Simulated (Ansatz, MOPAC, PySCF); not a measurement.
Dimer: HF (SMILES F) (first 2 atoms) with C2H4 (SMILES C=C); geometry from B3LYP-D3(BJ)/def2-TZVP.
(charge 0, multiplicity 1):
```xyz
8

F     -0.0440     0.3998    -0.2698
H     -0.0182     0.2834     0.6584
C      0.4068    -0.5300     2.6881
C     -0.3264     0.5668     2.8459
H     -0.0477    -1.5076     2.5825
H      1.4893    -0.4925     2.6679
H      0.1284     1.5433     2.9608
H     -1.4086     0.5282     2.8754
```

Counterpoise-corrected where a basis set is named; no monomer relaxation.

Cores are frozen in the correlated methods. The state reached by PM3 isn't checked.

Run with Ansatz (Gaussian orbitals); MOPAC for PM3 (differences of heats of formation); PySCF for the dispersion terms. Each number belongs to the level named beside it.

Problem. What interaction energy does B2PLYP-D4/def2-TZVPPD give?

Solution. -4.8 kcal/mol

Problem. What interaction energy does PM3 give?

Solution. -1.6 kcal/mol

Problem. What interaction energy does HF/aug-cc-pVDZ give?

Solution. -2.8 kcal/mol

Ansatz is a quantum-chemistry and plane-wave program.
